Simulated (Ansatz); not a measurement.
```yaml
crystal:
  periodic: [false, false, false]
  atoms:
    - {symbol: B, position_ang: [-0.287413, 0.345425, 0.047726]}
    - {symbol: B, position_ang: [1.314426, 0.543926, 0.657965]}
    - {symbol: B, position_ang: [-1.257447, -0.982061, 0.187761]}
    - {symbol: B, position_ang: [0.448158, 1.651953, -0.707189]}
    - {symbol: B, position_ang: [0.537502, -1.032532, 0.709636]}
    - {symbol: B, position_ang: [-0.570933, 0.884990, -1.708335]}
    - {symbol: Sb, position_ang: [2.450641, 0.628944, -1.311109]}
    - {symbol: Sb, position_ang: [0.328595, 2.449312, 1.449781]}
    - {symbol: Sb, position_ang: [-0.908316, -1.872272, 2.267916]}
    - {symbol: Sb, position_ang: [-2.127367, 0.683600, 1.696060]}
    - {symbol: Sb, position_ang: [1.380250, -2.095655, -1.167604]}
    - {symbol: Sb, position_ang: [-1.308098, -1.205641, -2.122608]}
basis:
  gaussian: {orbitals: def2-TZVP, initial_orbitals: start.molden}
total_charge: -1
magnetization: {spin_polarized: true, initial_magnetization: 1}
hamiltonian: {xc: pbe0, dispersion: d4}
scf: {omitted_lower_state_checks: [starts]}
output: {orbitals: {seedname: orbitals}}
```

The file start.molden holds the orbitals of an earlier run on this structure, at another level or in another basis.

```sh
$ ansatz run in.yaml --threads 4 --pin off --events-out ev --progress --plain --max-ram 6963MiB
```

Problem. Does this run fit into the memory that it is given?

Solution. No. It has 486 basis functions, and Ansatz plans for 11 GiB where 7 GiB are given.
